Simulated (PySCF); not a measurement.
O$_{3}$, singlet, at a GFN2-xTB geometry; PySCF with MN15/6-31G.

The PySCF input:
```python
from pyscf import gto, scf, dft

mol = gto.Mole()
mol.atom = '''
    O    -0.069457    1.073263   -0.188815
    O     0.003625   -0.005920    0.409754
    O     0.065833   -1.067343   -0.220940
'''
mol.basis = '6-31g'
mol.charge = 0
mol.spin = 0
mol.verbose = 4
mol.build()

mf = dft.RKS(mol)
mf.xc = 'mn15'
mf.grids.atom_grid = (75, 302)
mf.kernel()
```

What the program printed (banner, timings and long lists left out):

```
PySCF version 2.14.0

[INPUT] verbose = 4
[INPUT] num. atoms = 3
[INPUT] num. electrons = 24
[INPUT] charge = 0
[INPUT] spin (= nelec alpha-beta = 2S) = 0
[INPUT] symmetry False subgroup None
[INPUT] Mole.unit = angstrom
[INPUT] Symbol           X                Y                Z      unit          X                Y                Z       unit  Magmom
[INPUT]  1 O     -0.069457000000   1.073263000000  -0.188815000000 AA   -0.131254707434   2.028173129629  -0.356808638210 Bohr   0.0
[INPUT]  2 O      0.003625000000  -0.005920000000   0.409754000000 AA    0.006850257202  -0.011187178657   0.774322838445 Bohr   0.0
[INPUT]  3 O      0.065833000000  -1.067343000000  -0.220940000000 AA    0.124406339958  -2.016985950972  -0.417516089961 Bohr   0.0

nuclear repulsion = 70.579467640805
number of shells = 15
number of NR pGTOs = 66
number of NR cGTOs = 27
basis = 6-31g
ecp = {}

******** <class 'pyscf.dft.rks.RKS'> ********
method = RKS
initial guess = minao
damping factor = 0
level_shift factor = 0
DIIS = <class 'pyscf.scf.diis.CDIIS'>
diis_start_cycle = 1
diis_space = 8
diis_damp = 0
SCF conv_tol = 1e-09
SCF conv_tol_grad = None
SCF max_cycles = 50
direct_scf = True
direct_scf_tol = 1e-13
XC library pyscf.dft.libxc version 7.1.2
    S. Lehtola, C. Steigemann, M. J. T. Oliveira, and M. A. L. Marques,  SoftwareX 7, 1–5 (2018)
XC functionals = mn15
    H. S. Yu, X. He, S. L. Li, and D. G. Truhlar,  Chem. Sci. 7, 5032–5051 (2016)
    H. S. Yu, X. He, S. L. Li, and D. G. Truhlar,  Chem. Sci. 7, 5032–5051 (2016)
radial grids:
    Treutler-Ahlrichs [JCP 102, 346 (1995); DOI:10.1063/1.469408] (M4) radial grids

becke partition: Becke, JCP 88, 2547 (1988); DOI:10.1063/1.454033
pruning grids: <function nwchem_prune>
grids dens level: 3
symmetrized grids: False
atomic radii adjust function: <function treutler_atomic_radii_adjust>
User specified grid scheme (75, 302)
small_rho_cutoff = 0
Set gradient conv threshold to 3.16228e-05
Initial guess from minao.
tot grids = 42248
init E= -225.732845552124
  HOMO = -0.32732710753168  LUMO = -0.209696704946571  gap/eV = 3.20089
cycle= 1 E= -224.925646753442  delta_E= 0.807  |g|= 0.875  |ddm|= 2.39
  HOMO = -0.347683083571286  LUMO = -0.185304799880664  gap/eV = 4.41854
cycle= 2 E= -224.636113031439  delta_E= 0.29  |g|= 1.57  |ddm|= 1.63
  HOMO = -0.383309391393888  LUMO = -0.161064426468644  gap/eV = 6.04759
cycle= 3 E= -225.076026356774  delta_E= -0.44  |g|= 0.0275  |ddm|= 0.92
  HOMO = -0.386001304529402  LUMO = -0.157741123044164  gap/eV = 6.21128
cycle= 4 E= -225.076178526606  delta_E= -0.000152  |g|= 0.00653  |ddm|= 0.0452
  HOMO = -0.384169320329957  LUMO = -0.155545510739755  gap/eV = 6.22117
cycle= 5 E= -225.076187402585  delta_E= -8.88e-06  |g|= 0.00186  |ddm|= 0.00796
  HOMO = -0.384682643750427  LUMO = -0.156007719865505  gap/eV = 6.22256
cycle= 6 E= -225.076188220425  delta_E= -8.18e-07  |g|= 0.000339  |ddm|= 0.00255
  HOMO = -0.384684132173068  LUMO = -0.156004797911552  gap/eV = 6.22268
cycle= 7 E= -225.07618824024  delta_E= -1.98e-08  |g|= 0.000254  |ddm|= 0.0007
  HOMO = -0.384683901795212  LUMO = -0.156004142148064  gap/eV = 6.22269
cycle= 8 E= -225.076188252816  delta_E= -1.26e-08  |g|= 3.1e-05  |ddm|= 0.000192
  HOMO = -0.384683245152267  LUMO = -0.156002388831514  gap/eV = 6.22272
cycle= 9 E= -225.076188253102  delta_E= -2.86e-10  |g|= 3.2e-06  |ddm|= 5.04e-05
  HOMO = -0.384683212114323  LUMO = -0.156002528739276  gap/eV = 6.22272
Extra cycle  E= -225.076188253103  delta_E= -6.82e-13  |g|= 4.47e-06  |ddm|= 7.13e-06
converged SCF energy = -225.076188253103
```
